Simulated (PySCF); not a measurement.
Structure problem from calculated spectra and properties.

Formula: C8H8S2Si.

| Item | Value |
| --- | --- |
| NMR, other nuclei | isotropic shieldings of nuclei other than C and H, by class: 393 (1 Si), 322 (1 S), 611 (1 S) ppm [GIAO PBE0/pcSseg-1] |
| 13C NMR | chemical shifts (computed TMS as zero) by class: 148.0 (1 C), 144.7 (1 C), 136.6 (1 C), 136.5 (1 C), 136.4 (1 C), 135.6 (1 C), 128.6 (1 C), 128.1 (1 C) ppm [GIAO PBE0/pcSseg-1] |
| 1H NMR | chemical shifts (computed TMS as zero) by class: 8.48 (1 H), 8.07 (1 H), 7.92 (1 H), 7.48 (1 H), 7.38 (1 H), 4.59 (3 H) ppm [GIAO PBE0/pcSseg-1] |
| Rotational structure | rotational constants A, B, C: 1.992, 0.373, 0.349 GHz [GFN2-xTB] |
| Dipole | 1.82 D [PBE0/pcSseg-1] |

Gas-phase values; electronic properties from PySCF, density fitting. Levels stand in brackets. One conformer (not necessarily the lowest) at the GFN2-xTB geometry, without solvent, vibrations or thermal averaging. NMR values are class means; diastereotopic atoms form classes of their own.

Problem. What is the compound? Reason from the data.

Solution. Numbering: `[SiH3:1][S:2][c:3]1[cH:4][cH:5][c:6]2[s:7][cH:8][cH:9][c:10]2[cH:11]1`. Its formula, C8H8S2Si, gives 6 degrees of unsaturation: 2 rings and 4 π bonds in the structure found (Kekulé form). 8 carbons fall into 8 classes; from least to most shielded: ring-fusion aromatic carbon [C6] (148.0 ppm), ring-fusion aromatic carbon [C10] (144.7 ppm), aromatic CH carbon [C11] (136.6 ppm), aromatic CH next to a ring sulfur [C8] (136.5 ppm), aromatic CH carbon [C4] (136.4 ppm), substituted aromatic carbon [C3] (135.6 ppm), aromatic CH carbon [C5] (128.6 ppm), aromatic CH carbon [C9] (128.1 ppm). Hydrogen classes from least to most shielded: 1 H on an aromatic CH carbon, C11 (8.48 ppm), 1 H on an aromatic CH carbon, C5 (8.07 ppm), 1 H on an aromatic CH carbon, C4 (7.92 ppm), 1 H on an aromatic CH carbon, C9 (7.48 ppm), 1 H on an aromatic CH next to a ring sulfur, C8 (7.38 ppm), 3 H on an SiH3 silicon, Si1 (4.59 ppm). The other shieldings belong to: 393 ppm, SiH3 silicon [Si1]; 322 ppm, thiophene-type sulfur [S7]; 611 ppm, sulfur bonded to C and Si [S2]. The optimised geometry has point group C1 and is an asymmetric top. Structure: `[SiH3]Sc1ccc2sccc2c1`. The assignments are read from this structure; whether some other isomer fits the data as well wasn't checked.

Shape of the structure used: `[SiH3:1][S:2][c:3]1[cH:4][cH:5][c:6]2[s:7][cH:8][cH:9][c:10]2[cH:11]1`: Si1–S2–C3–C4 88°.
